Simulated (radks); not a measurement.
Initial-state core-level shifts of neutral technetium when its valence configuration changes from [Kr] 4d5 5s2. Calculated with a radial shooting solver on a logarithmic mesh with Libxc functionals: Dirac Kohn-Sham, PBEsol, spin-unpolarised, spherical densities, finite nucleus; open shells are shared between the two j in proportion to 2j + 1; Fermi nuclear charge, rms radius 4.4112 fm. Shifts are changes of the shell-averaged eigenvalues in eV (positive: less bound); the change of the density at the nucleus, which sets a Mossbauer isomer shift, is in e/bohr^3, on a base of 1e+05.

valence               1s       3s       4s       4p  density at nucleus
4d5 5p2           -2.778   -2.733   -2.777   -2.780              -27.20
4d5 5s1 5p1       -1.465   -1.441   -1.464   -1.467              -12.80
4d4.5 5s2 5p0.5   -2.525   -2.600   -2.429   -2.340               +3.91
4d4 5s2 5p1       -5.125   -5.280   -4.884   -4.691               +8.11
4d7               +5.570   +5.873   +5.511   +5.259              -29.98
4d3 5s1 5p3      -11.788  -12.106  -11.066  -10.614               -0.88
4d4.5 5p2.5       -5.165   -5.204   -5.052   -4.954              -25.87
4d4 5s1.5 5p1.5   -5.794   -5.941   -5.544   -5.347               +0.55
4d6 5s1           +3.114   +3.276   +3.035   +2.888              -17.04
